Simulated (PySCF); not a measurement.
Si(H)(Cl)(Br)(NH2) (BrClH3NSi), SMILES N[SiH](Cl)Br.

The structure is a stationary point at PBE-D3(BJ)/def2-SVP. The structure was generated by enumeration, and PubChem lists no compound with its InChIKey, so it may never have been made. Other conformers were not sampled.

Calculation: PySCF with PBE-D3(BJ)/def2-SVP.

Frequencies are harmonic and unscaled.

Computed normal modes with their intensities:
```tsv
mode	ν (cm⁻¹)	IR (km/mol)	moving atoms (share of kinetic energy)
1	122	9.5	Cl 33 %, H 31 %, Br 15 %, Si 11 %, N 9 %
2	169	2.4	H 34 %, N 21 %, Br 21 %, Cl 19 %
3	229	14.0	H 44 %, N 23 %, Cl 18 %, Si 11 %
4	270	14.1	H 32 %, N 29 %, Si 26 %
5	398	89.7	H 36 %, Si 36 %, Br 16 %, N 11 %
6	422	84.7	H 38 %, Si 23 %, N 20 %, Cl 11 %
7	532	177.8	Si 55 %, Cl 34 %
8	680	42.8	H 94 %
9	801	115.4	H 90 %
10	865	34.6	H 41 %, N 39 %, Si 20 %
11	878	178.9	H 53 %, Si 26 %, N 21 %
12	1481	48.6	H 89 %, N 11 %
13	2224	82.7	H 97 %
14	3480	38.0	H 96 %
15	3581	38.1	H 91 %, N 9 %
```
